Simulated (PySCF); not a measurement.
# Working with the constants of CoCl

PBE constants of CoCl, triplet, unpaired electrons π ↑, δ ↑ (PySCF, no relativity, basis sets Co def2-TZVPP, Cl def2-TZVPP; masses 58.9332 and 34.9689 u):

```
ωe              : 413.6 cm⁻¹
ωexe            : 1.63 cm⁻¹
Be              : 0.17847 cm⁻¹
αe              : 0.00101 cm⁻¹
D (centrifugal) : 1.33e-07 cm⁻¹
```

Give the vibrational terms G(v) and spacings up to v = 6.

G(v) = ωe(v+½) − ωexe(v+½)².

```csv
v,G(v) (cm⁻¹),G(v) − G(v−1),Bv (cm⁻¹)
0,206.4,,0.1780
1,616.7,410.3,0.1770
2,1023.8,407.1,0.1759
3,1427.6,403.8,0.1749
4,1828.2,400.6,0.1739
5,2225.5,397.3,0.1729
6,2619.5,394.0,0.1719
```

De is left out where the level can put another filling of the metal’s s and d shells below the measured ground configuration, by anything from nothing to about 1 eV. The state is the lowest single determinant that the PBE0 search found; with open d or f shells the true ground state can be another one.
